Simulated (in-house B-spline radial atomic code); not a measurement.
Configurations of Br V (Br4+), with energies counted from [Ar] 3d10 4s2 (4p1/2)1. Method: Dirac-Hartree-Fock, average of each configuration as written, Fermi nucleus of rms radius 4.1629 fm. Calculated with a B-spline radial code for spherical atoms. Energies include first-order Breit, QED and recoil terms.

Occupations are held fixed; configurations that lie above the ionisation limit could autoionise.

```csv
configuration,E - E(ref) (eV),highest orbital,its <r> (bohr)
[Ar] 3d10 4s2 (4p3/2)1,0.75425,4p3/2,1.716
[Ar] 3d10 4s2 (6f5/2)1,49.114,6f5/2,9.253
[Ar] 3d10 4s1 (4p3/2)1 (8f7/2)1,67.381,8f7/2,17.47
[Ar] (3d3/2)3 (3d5/2)6 4s2 (4p1/2)1 7s1,122.32,7s1/2,8.237
[Ne] 3s2 (3p1/2)2 (3p3/2)3 3d10 4s2 (4p1/2)1 6s1,231.85,6s1/2,5.391
[Ne] 3s2 (3p1/2)2 (3p3/2)3 3d10 4s2 (4p1/2)1 8s1,242.23,8s1/2,11.68
```

Order these further configurations by energy, lowest first.
A. [Ar] (3d3/2)3 (3d5/2)6 4s2 (4p3/2)1 6s1
B. [Ar] (3d3/2)3 (3d5/2)6 4s2 (4p1/2)1 (8g7/2)1
C. [Ar] (3d3/2)3 (3d5/2)6 4s2 (4p3/2)1 (4f7/2)1
D. [Ar] (3d3/2)3 (3d5/2)6 4s2 (4p1/2)1 (7g9/2)1
E. [Ar] 3d10 4s1 (4p1/2)1 (5g7/2)1

E (58.373 eV), C (113.33 eV), A (116.41 eV), D (127.82 eV), B (129.45 eV).

How far above the reference does [Ar] 3d10 4s2 (4f5/2)1 lie?

36.961 eV; its least bound orbital is 4f5/2 with <r> = 3.394 bohr.

How far above the reference does [Ne] 3s2 (3p1/2)1 (3p3/2)4 3d10 4s2 (4p3/2)1 (7d3/2)1 lie?

249.63 eV; its least bound orbital is 7d3/2 with <r> = 10.53 bohr.
